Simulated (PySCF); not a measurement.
Silver: a sound run and one with changed settings

Sound run: Ag⁺ [Kr] 4d10, Ag²⁺ [Kr] 4d9. Computed with PySCF 2.14 in cc-pVDZ-PP with ECP28MDF, with scalar relativity through the core potential. The sound run starts from symmetry-adapted Hartree-Fock orbitals and uses a fine grid where one is needed.

A second run was set up differently.

```tsv
species	method	sound run (hartree)	changed run (hartree)	converged
Ag⁺	UHF	-145.82049	-145.82049	yes
Ag⁺	PBE0	-146.62398	-146.62201	yes
Ag⁺	LDA	-146.34245	-146.34261	yes
Ag²⁺	UHF	-145.09520	-145.09520	yes
Ag²⁺	PBE0	-145.83230	-145.83024	yes
Ag²⁺	LDA	-145.52698	-145.52714	yes
```

Ionisation energy of Ag⁺:

```json
{"method": "UHF", "sound run (eV)": "19.736", "changed run (eV)": "19.736"}
{"method": "PBE0", "sound run (eV)": "21.543", "changed run (eV)": "21.545"}
{"method": "LDA", "sound run (eV)": "22.190", "changed run (eV)": "22.190"}
```

(1) What was changed?
A. radial grid too coarse
B. basis contracted for another Hamiltonian
C. all electrons correlated in a valence basis
D. too few SCF iterations

Answers

(1) A. It used radial step 0.3 in ln r (0.13 in the sound run). A coarse radial grid mis-integrates the density and the exchange-correlation energy, with errors of either sign; Hartree-Fock needs no grid.
